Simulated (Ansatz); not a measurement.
## Molecular dynamics of Si₁₆O

input.yaml

```yaml
crystal:
  lattice:
    - [0.0, 5.43, 5.43]
    - [5.43, 0.0, 5.43]
    - [5.43, 5.43, 0.0]
  atoms:
    - { symbol: Si, position: [-0.03204122, 0.04194787, 0.01230298] }
    - { symbol: Si, position: [0.12885632, 0.14431691, 0.10713623] }
    - { symbol: Si, position: [0.06322527, 0.00426579, 0.49031835] }
    - { symbol: Si, position: [0.16942506, 0.15360441, 0.63994249] }
    - { symbol: Si, position: [-0.01924009, 0.52725499, -0.03608551] }
    - { symbol: Si, position: [0.11332856, 0.65809533, 0.11502253] }
    - { symbol: Si, position: [-0.03245769, 0.50225395, 0.47299108] }
    - { symbol: Si, position: [0.0544829, 0.66395022, 0.60113205] }
    - { symbol: Si, position: [0.52906134, -0.03185898, -0.01299334] }
    - { symbol: Si, position: [0.59786916, 0.1097296, 0.1463765] }
    - { symbol: Si, position: [0.51584689, -0.05992491, 0.51854068] }
    - { symbol: Si, position: [0.68357999, 0.09743732, 0.61525212] }
    - { symbol: Si, position: [0.49281911, 0.50870779, -0.05852891] }
    - { symbol: Si, position: [0.64350035, 0.63860939, 0.00884356] }
    - { symbol: Si, position: [0.5459298, 0.46175305, 0.41491296] }
    - { symbol: Si, position: [0.60537795, 0.59523871, 0.56478074] }
    - { symbol: O, position: [0.28668491, 0.46582385, 0.56707887], spin: 1.0 }
magnetization:
  spin_polarized: true
basis:
  ecutwfc: 420.0
kpoints:
  mp_grid: { grid: [2, 2, 2] }
hamiltonian:
  xc: pbesol
  pseudopotentials: { kind: paw, azcp: { folder: soft_1 } }
scf:
  occupations: { method: fermi_dirac, width: 0.05 }
  lower_state_search: "off"
md:
  timestep: 1
  n_steps: 80
  ensemble: nvt_nose_hoover
  temperature: 1680.0
  initial_velocities: maxwell_boltzmann
  seed: 783307
  nose_hoover: { tau: 100.0, chain_length: 3 }
```

Run as:

```bash
$ ansatz run input.yaml --threads 1 --pin off --max-ram 3072MiB --backend cpu --events-out ev --progress --plain --runs-dir out
```

It goes on from the last frame of an earlier run, with new velocities.

Output, in part (warnings, step lines):

```
WARN: the starting moments were not kept: the SCF closed with an absolute magnetisation of 1.5e-5 μB, where they sum to 1 μB in size (1 site). That is at most 0.1 of that sum. Measured as dr2_m measures the in/out step, that magnetisation stands 5.3e-12 eV from none, at or under the dr2_threshold …
md step     0: t =     0.00 fs  T =  1680.0 K  F+E_penalty+E_count = -10500.06145301 eV  E_kin = 3.474509 eV  conserved = -10496.58694424 eV  (15 SCF iters)
md step     1: t =     1.00 fs  T =  1678.8 K  F+E_penalty+E_count = -10500.05895785 eV  E_kin = 3.471952 eV  conserved = -10496.58700609 eV  (7 SCF iters)
md step     2: t =     2.00 fs  T =  1673.3 K  F+E_penalty+E_count = -10500.04764649 eV  E_kin = 3.460611 eV  conserved = -10496.58703636 eV  (7 SCF iters)
md step     3: t =     3.00 fs  T =  1663.3 K  F+E_penalty+E_count = -10500.02704317 eV  E_kin = 3.440018 eV  conserved = -10496.58702947 eV  (7 SCF iters)
md step     4: t =     4.00 fs  T =  1648.9 K  F+E_penalty+E_count = -10499.99723929 eV  E_kin = 3.410272 eV  conserved = -10496.58698287 eV  (7 SCF iters)
md step     5: t =     5.00 fs  T =  1630.5 K  F+E_penalty+E_count = -10499.95894330 eV  E_kin = 3.372086 eV  conserved = -10496.58689647 eV  (7 SCF iters)
md step     6: t =     6.00 fs  T =  1608.6 K  F+E_penalty+E_count = -10499.91348966 eV  E_kin = 3.326799 eV  conserved = -10496.58677288 eV  (7 SCF iters)
md step     7: t =     7.00 fs  T =  1584.2 K  F+E_penalty+E_count = -10499.86280154 eV  E_kin = 3.276336 eV  conserved = -10496.58661811 eV  (7 SCF iters)
[... lines left out ...]
md step    80: t =    80.00 fs  T =  1412.8 K  F+E_penalty+E_count = -10499.30345134 eV  E_kin = 2.921873 eV  conserved = -10496.58599174 eV  (7 SCF iters)
```

The steps, from the saved trajectory:

| time (fs) | T (K) | potential energy less start (eV) | conserved less start (meV/atom) |
| --- | --- | --- | --- |
| 0.0 | 1680 | 0.000 | 0.00 |
| 2.0 | 1673 | 0.014 | -0.01 |
| 4.0 | 1649 | 0.064 | 0.00 |
| 6.0 | 1609 | 0.148 | 0.01 |
| 8.0 | 1558 | 0.252 | 0.03 |
| 10.0 | 1508 | 0.356 | 0.05 |
| 12.0 | 1470 | 0.438 | 0.07 |
| 14.0 | 1450 | 0.479 | 0.07 |
| 16.0 | 1453 | 0.473 | 0.07 |
| 18.0 | 1475 | 0.430 | 0.05 |
| 20.0 | 1505 | 0.370 | 0.02 |
| 22.0 | 1531 | 0.317 | 0.00 |
| 24.0 | 1545 | 0.291 | 0.00 |
| 26.0 | 1542 | 0.299 | 0.00 |
| 28.0 | 1526 | 0.336 | 0.02 |
| 30.0 | 1504 | 0.384 | 0.04 |
| 32.0 | 1486 | 0.425 | 0.05 |
| 34.0 | 1479 | 0.444 | 0.05 |
| 36.0 | 1482 | 0.441 | 0.04 |
| 38.0 | 1491 | 0.427 | 0.03 |
| 40.0 | 1496 | 0.421 | 0.01 |
| 42.0 | 1491 | 0.436 | 0.01 |
| 44.0 | 1475 | 0.475 | 0.02 |
| 46.0 | 1453 | 0.526 | 0.05 |
| 48.0 | 1436 | 0.566 | 0.07 |
| 50.0 | 1435 | 0.575 | 0.08 |
| 52.0 | 1455 | 0.540 | 0.08 |
| 54.0 | 1493 | 0.468 | 0.06 |
| 56.0 | 1540 | 0.379 | 0.03 |
| 58.0 | 1583 | 0.298 | 0.02 |
| 60.0 | 1614 | 0.243 | 0.01 |
| 62.0 | 1629 | 0.221 | 0.02 |
| 64.0 | 1629 | 0.229 | 0.03 |
| 66.0 | 1620 | 0.258 | 0.04 |
| 68.0 | 1606 | 0.297 | 0.04 |
| 70.0 | 1587 | 0.345 | 0.04 |
| 72.0 | 1564 | 0.403 | 0.04 |
| 74.0 | 1534 | 0.475 | 0.04 |
| 76.0 | 1498 | 0.561 | 0.04 |
| 78.0 | 1456 | 0.658 | 0.05 |
| 80.0 | 1413 | 0.758 | 0.06 |

The run went to its last step. The conserved energy stayed within 0.081 meV per atom of its start (net change 0.056 meV per atom), so the integration is sound. A run of 0.08 ps of so small a system gives no equilibrium averages. Limits of this set-up: coarse k mesh, PAW files made for another functional.

Mean squared displacements from the first frame to the last, about the centre of mass: Si 0.25 Å², O 0.38 Å².

Last frame:

```xyz
17
Lattice="0.0000 5.4300 5.4300 5.4300 0.0000 5.4300 5.4300 5.4300 0.0000" Properties=species:S:1:pos:R:3
Si 0.119 -0.433 0.201
Si 1.199 1.272 1.267
Si 2.421 3.178 0.344
Si 4.018 3.968 1.942
Si 2.547 -0.593 2.336
Si 4.219 0.638 3.582
Si 5.323 2.446 3.073
Si 6.678 4.157 4.144
Si -0.119 2.622 2.972
Si 1.517 3.957 3.821
Si 2.649 5.581 2.528
Si 3.635 7.253 4.324
Si 2.934 2.144 5.023
Si 3.964 3.505 6.626
Si 4.787 5.697 5.663
Si 6.475 6.747 6.848
O 5.338 5.185 4.109
```

Run time: 21 min on 1 thread of Arm Neoverse V2 (shared host), peak memory 0.66 GiB.
